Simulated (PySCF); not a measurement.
SMILES C[SiH](C)CC[SiH](Cl)Cl, singlet (GFN2-xTB optimised geometry):

```
20

Si    -0.418    -0.961     0.000
Cl    -1.041    -1.857    -1.706
Cl    -1.040     0.961     0.000
C     -1.152    -1.863     1.505
C     -0.764    -1.221     2.840
Si    -1.553    -2.102     4.342
C     -0.974    -3.915     4.393
C     -1.020    -1.209     5.934
H      1.040    -0.961     0.000
H     -0.826    -2.904     1.504
H     -2.242    -1.887     1.429
H     -1.067    -0.173     2.832
H      0.323    -1.221     2.933
H     -3.021    -2.056     4.204
H     -1.353    -4.421     5.275
H     -1.323    -4.469     3.527
H      0.110    -3.987     4.415
H     -1.470    -1.670     6.807
H      0.057    -1.237     6.067
H     -1.322    -0.166     5.922
```

Level of theory: B3LYP/def2-SVP in PySCF.

### Question
What are the frontier orbital energies and the dipole moment?

### Answer
HOMO-2 -8.66 eV, HOMO-1 -8.44 eV, HOMO -7.53 eV, LUMO 0.85 eV, LUMO+1 1.04 eV; dipole moment 2.14 D.

On the same geometry PySCF with PBE/def2-SVP gives HOMO-2 -7.56 eV, HOMO-1 -7.35 eV, HOMO -6.51 eV, LUMO 0.10 eV, LUMO+1 0.25 eV; dipole moment 2.16 D.

Meta-Löwdin charges at B3LYP/def2-SVP: Si1 0.83, Cl2 -0.27, Cl3 -0.27, C4 -0.40, C5 -0.40, Si6 0.79, C7 -0.54, C8 -0.54, H9 -0.12, H10 0.10, H11 0.10, H12 0.10, H13 0.09, H14 -0.13, H15 0.11, H16 0.11, H17 0.11, H18 0.11, H19 0.11, H20 0.11.
